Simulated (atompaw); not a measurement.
**What one change does to a pseudopotential (Sb (Z = 51), PAW (atompaw))**

- Element: antimony
- Generator: atompaw 4.2.0.5
- Type: PAW
- Functional: PBE
- Relativity: scalar-relativistic
- Frozen core: [Kr] 4d10
- Valence charge: 5
- Reference configuration: 5s1 5p4
- Partial waves: 5s (bound): rc 1.65 bohr; 5s channel at -0.6 Ry: rc 1.65 bohr; 5p (bound): rc 2.70 bohr; 5p channel at 0.15 Ry: rc 2.70 bohr; 5d channel at 0.4 Ry: rc 2.70 bohr; 5d channel at 2.65 Ry: rc 2.70 bohr
- Local potential: vpsmatchnc scheme with l = 3 at 0.5 Ry, radius 2.10 bohr
- Core correction: smooth core density matched at 2.35 bohr
- Augmentation charge: sinc compensation charge, radius 1.95 bohr; PAW radius 2.70 bohr; waves and projectors: custom polynom vanderbiltortho

All-electron outer shells of the reference configuration (PBE, scalar-relativistic, ld1.x):

| shell | level (eV) | outermost node (bohr) | outermost maximum (bohr) |
| --- | --- | --- | --- |
| 4p | -103.25 | 0.39 | 0.76 |
| 4d | -34.91 | 0.38 | 0.84 |
| 5s | -13.62 | 0.95 | 1.88 |
| 5p | -5.41 | 1.04 | 2.32 |

Change: wave 5p (bound): rc 2.70 bohr becomes 5p (bound): rc 2.42 bohr.

Cutoffs: the cutoffs (Ry, on a coarse ladder) from which the occupation-weighted sum of valence levels, in a spherical-Bessel basis at the reference potential, stays within 10 and 1 mRy of its value at 400 Ry; they do not see the model core or the augmentation charge, which bear on the density cutoff.

Problem. What does the change do?

Solution. The potential gets harder (18 Ry and 21 Ry → 18 Ry and 25 Ry); both files keep a bound ghost (d, p, s).

```tsv
quantity	base	changed
cutoff, loose	18 Ry	18 Ry
cutoff, tight	21 Ry	25 Ry
bound ghosts	p, s, d	s, p, d
s: phases at 2.70 bohr within 0.05 rad from the reference energy up to (Ry; the scan ends near 5)	to the end of the scan	to the end of the scan
p: phases at 2.70 bohr within 0.05 rad from the reference energy up to (Ry; the scan ends near 5)	4.1	3.9
d: phases at 2.70 bohr within 0.05 rad from the reference energy up to (Ry; the scan ends near 5)	to the end of the scan	to the end of the scan
lowest overlap eigenvalue by channel	s 0.42, p 0.10, d 0.75	s 0.42, p 0.25, d 0.75
```

 A true bound ghost makes a file unfit for plane-wave use even where its test errors are small: the radial tests pick states by their node count and pass the ghost by. The cutoffs see the waves, projectors and local potential, not the compensation charge or the core.
